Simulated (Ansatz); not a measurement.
Job for Ansatz (a first-principles code): U-HF/def2-TZVPP on CH4N (SMILES [CH2]N), 2S+1 = 2, atoms moved off the minimum.

Ansatz 0.2 input:
```yaml
crystal:
  periodic: [false, false, false]
  atoms:
    - {symbol: C, position_ang: [-0.72999203, 0.05233624, -0.21386129]}
    - {symbol: N, position_ang: [0.61195917, -0.02046522, 0.14975312]}
    - {symbol: H, position_ang: [-1.37674280, -0.84850149, -0.02346927]}
    - {symbol: H, position_ang: [-1.12277785, 1.03715943, 0.05717507]}
    - {symbol: H, position_ang: [1.25377347, 0.62440907, -0.12352698]}
    - {symbol: H, position_ang: [1.01157409, -0.89138047, -0.06561497]}
basis:
  gaussian:
    orbitals: def2-TZVPP
hamiltonian:
  xc: {name: HF}
magnetization: {spin_polarized: true, initial_magnetization: 1}
output: {forces: true}
```

Program output:

```
WARN ansatz: RAYON_NUM_THREADS=1 ignored (pool sized by the plan → 1); use --threads N
Functional definition: HF
integrals: 0.02 GiB planned
651 factors; their error is unknown
mean field: 0.22 GiB planned
mean field evaluation 1: about -2572.9729 eV, gradient 2.0e1 eV
mean field evaluation 2: about -2574.4838 eV, gradient 8.7e0 eV
mean field evaluation 4: about -2574.8602 eV, gradient 7.6e-1 eV
mean field evaluation 8: about -2574.8766 eV, gradient 7.3e-2 eV
mean field -2574.91632393 eV, -94.6264295636 hartree, gradient 1.5e-5 eV, S^2 0.762133; 0 other end points of the search recorded, 0 dependent functions left out
the calculation of the forces begins
reference -2574.91632393 eV, -94.6264295636 hartree; 9, 8 occupied and 109, 110 virtual orbitals, 651 factors
Total energy: -2574.91632393 eV, -94.6264295636 hartree
Atom 0 at    -0.729992     0.052336    -0.213861 Å, force    -0.788359     0.615825     0.652620 eV/Å
Atom 1 at     0.611959    -0.020465     0.149753 Å, force    -1.131459    -2.858190     0.780862 eV/Å
Atom 2 at    -1.376743    -0.848501    -0.023469 Å, force     1.131930     1.327114    -0.211983 eV/Å
Atom 3 at    -1.122778     1.037159     0.057175 Å, force    -0.405379    -0.710330    -0.451770 eV/Å
Atom 4 at     1.253773     0.624409    -0.123527 Å, force     0.975566     2.476913    -0.855788 eV/Å
Atom 5 at     1.011574    -0.891380    -0.065615 Å, force     0.217701    -0.851333     0.086059 eV/Å
Dipole moment:     0.174599    -0.046443    -0.087813 e Å
```

The run converged.

Cost: roughly 0.9 core-seconds.
